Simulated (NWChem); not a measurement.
# CH₄I₂Si; SMILES I[SiH](I)C

```xyz
8

Si    -0.9310     0.5007     0.0000
C     -2.5304    -0.4584     0.0000
I      0.3577    -0.0404     2.0154
I      0.3577    -0.0404    -2.0154
H     -1.1364     1.9741     0.0000
H     -3.1170    -0.2054     0.8971
H     -3.1170    -0.2054    -0.8971
H     -2.3314    -1.5400     0.0000
```
Atoms are numbered in this order, from 1.

All runs: NWChem. All runs use the structure optimised with PBE0/def2-SVP. No frequency run checked for a minimum. def2 effective core potentials on I; no spin-orbit coupling. Vertical excitations in the gas phase; the lowest state need not have the same character in each row.

```
level                        lowest excitation, singlet (eV)  lowest state with f > 0.02, singlet (eV)  orbital gap (eV)
---------------------------  -------------------------------  ----------------------------------------  ----------------
PBE/def2-SVP, full TDDFT                                4.77                                      4.79              4.46
B3LYP/def2-SVP, full TDDFT                              5.08                                      5.08              5.93
Hartree-Fock/def2-SVP, TDHF                             6.29                                      6.29             12.25
```
